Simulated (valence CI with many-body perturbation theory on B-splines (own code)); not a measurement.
Values are calculated unless marked as measured or tabulated.
**Pr26+: magnetic and hyperfine properties of the levels**

Level of theory: valence CI with perturbative core correlation (CI+MBPT): five valence electrons over a frozen Dirac-Fock core [Ar] 3d10, a basis of 11 s, 11 p, 10 d, 8 f, 5 g, 2 h functions for each j, with the one-electron correlation potential Σ1, the two-electron term Σ2, the three-electron term Σ3, Breit, model QED; selected CI, second order for the rest, scaled by the run's own slope (own B-spline code, finite nucleus).

The last digits are not significant, and no measured levels were compared; by estimate large intervals hold to a few tenths of a per cent, small ones and those within an open d or f shell to about a per cent. Among the levels kept, up to 2000 cm⁻¹ of a level comes from second order outside the variational space, and about a tenth of that is noise between levels of different J, which matters for small intervals.

A/g_I is the dipole constant over the nuclear g factor μ/I (μ in nuclear magnetons, uniformly magnetised nucleus), B/Q the quadrupole constant per barn. Both hold the static response of the core; the bare values leave it out. Large factors of s and p1/2 electrons are usually good to 5 to 10 %; those of open d and f shells near neutrality can be off by tens of per cent, and small factors of p3/2, d and f electrons come from cancelling terms and can be off by a factor of two or in sign, in half-filled shells by more. B is blank for J = 1/2, where it vanishes, and for nearly pure S terms. Energies count from the lowest level.

Levels are named by their leading jj configuration (3d3/2^4 stands for four electrons in 3d with j = 3/2), which in mixed levels can hold well under half, so a name can repeat and another be missing. Letters in brackets count levels of one name in rising energy.

```csv
Level,E (cm⁻¹),g,A/g_I (MHz),A/g_I bare,B/Q (MHz/b),B/Q bare
(4s^2 4p1/2^2 4p3/2) J=3/2,0,1.435,19500,18400,34200,32700
(4s^2 4p1/2 4p3/2^2) J=3/2,189010,1.416,-1960,-2060,10900,10400
(4s^2 4p1/2 4p3/2^2) J=5/2,219310,1.198,46500,44500,-132,-118
(4s^2 4p1/2 4p3/2^2) J=1/2,258030,0.663,146000,140000,,
(4s^2 4p3/2^3) J=3/2,450950,1.278,22500,21500,-45000,-43000
(4s 4p1/2^2 4p3/2^2) J=5/2,678930,1.519,106000,102000,17000,16300
(4s 4p1/2^2 4p3/2^2) J=3/2,752140,1.217,-33100,-31700,-22900,-21900
(4s 4p1/2^2 4p3/2^2) J=1/2,764880,2.286,409000,392000,,
(4s^2 4p1/2^2 4d3/2) J=3/2,839030,0.863,16500,16100,5480,5280
(4s 4p1/2 4p3/2^3) J=3/2,898210,1.334,60100,57600,-30800,-29400
(4s^2 4p1/2^2 4d5/2) J=5/2,899840,1.182,7420,7370,9620,9270
(4s 4p1/2 4p3/2^3) J=5/2,934130,1.272,120000,115000,-52800,-50500
(4s 4p1/2 4p3/2^3) J=1/2,972360,1.151,-39200,-37500,,
(4s^2 4p1/2 4p3/2 4d3/2) J=3/2 [a],976830,1.061,26700,25700,-8980,-8570
(4s^2 4p1/2 4p3/2 4d3/2) J=5/2 [a],1010200,0.943,36400,35000,-11600,-11000
(4s^2 4p1/2 4p3/2 4d3/2) J=1/2 [a],1032200,0.469,52900,51000,,
(4s^2 4p1/2 4p3/2 4d3/2) J=7/2,1033400,1.098,32100,30900,22900,22000
(4s^2 4p1/2 4p3/2 4d3/2) J=3/2 [b],1051900,1.066,3790,3800,-12900,-12300
(4s^2 4p1/2 4p3/2 4d5/2) J=7/2 [a],1052100,1.311,-3480,-3220,45000,43100
(4s^2 4p1/2 4p3/2 4d5/2) J=9/2,1083200,1.220,24700,23800,27000,25900
(4s^2 4p1/2 4p3/2 4d5/2) J=5/2 [a],1096500,1.225,16800,16300,-8780,-8350
(4s^2 4p1/2 4p3/2 4d5/2) J=3/2 [a],1105100,1.152,-4360,-4120,-113,-110
(4s^2 4p1/2 4p3/2 4d3/2) J=5/2 [b],1131900,1.299,23500,22600,-4200,-4020
(4s^2 4p1/2 4p3/2 4d3/2) J=1/2 [b],1136700,2.022,52300,49900,,
(4s^2 4p1/2 4p3/2 4d3/2) J=3/2 [c],1140900,1.483,19300,18700,-11700,-11200
(4s^2 4p1/2 4p3/2 4d5/2) J=7/2 [b],1147100,1.063,27900,26900,22200,21300
(4s^2 4p1/2 4p3/2 4d5/2) J=3/2 [b],1180100,0.856,37900,36600,13200,12700
(4s 4p3/2^4) J=1/2,1184000,1.286,221000,212000,,
(4s^2 4p1/2 4p3/2 4d5/2) J=5/2 [b],1184600,1.128,57.3,153,25400,24400
(4s^2 4p1/2 4p3/2 4d5/2) J=1/2,1220800,1.184,47200,45700,,
(4s^2 4p3/2^2 4d5/2) J=7/2,1280300,1.253,11600,11300,8590,8240
(4s^2 4p3/2^2 4d5/2) J=9/2,1291900,1.221,12900,12400,31500,30200
(4s^2 4p3/2^2 4d3/2) J=1/2,1298500,1.094,10300,9290,,
(4s^2 4p3/2^2 4d3/2) J=3/2 [a],1308400,1.141,15800,15100,-17100,-16300
(4s^2 4p3/2^2 4d3/2) J=5/2,1314100,1.210,23200,22300,-9280,-8880
(4s^2 4p3/2^2 4d3/2) J=7/2,1343500,1.107,18300,17700,100,209
(4s^2 4p3/2^2 4d5/2) J=5/2 [a],1367900,1.205,5860,5860,52800,50500
(4s^2 4p3/2^2 4d3/2) J=3/2 [b],1371700,1.030,11100,10900,7620,7350
(4s^2 4p3/2^2 4d5/2) J=1/2,1397700,1.831,117000,113000,,
(4s^2 4p3/2^2 4d5/2) J=3/2,1425700,1.041,9210,9110,5510,5290
```

Q: Take the isotope of mass number 141, with I = 5/2, μ = 4.266 μN and Q = -0.0589 b. What is the hyperfine structure of (4s^2 4p1/2 4p3/2^2) J=5/2?

A: From the table A = 79300 MHz, B = 7.79 MHz. Shifts from the centre of gravity in MHz: F = 0: -694000, F = 1: -615000, F = 2: -456000, F = 3: -218000, F = 4: 99100, F = 5: 496000.
